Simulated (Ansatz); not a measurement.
The cluster Be₂S₂⁺. Total charge 1; doublet. Geometry relaxed at PBE0-D4/def2-TZVP.

```
atom   x (Å)   y (Å)   z (Å)
 Be1   0.670  -0.780   0.022
 Be2  -0.668   0.781  -0.023
  S3   0.140   0.167   1.629
  S4  -0.142  -0.168  -1.628
```

The structure comes from a short search, and lower isomers may exist.

Q: Estimate the harmonic wavenumbers at UKS PBE0-D4/def2-TZVP (Ansatz, unscaled). Is this a minimum?

A: 158, 404, 537, 686, 726, 758 cm⁻¹. Yes, no mode is imaginary beyond noise. Zero-point energy 19.6 kJ/mol. Hardware: 4 threads of Arm Neoverse V1 on a shared host. Wall time 23 s.
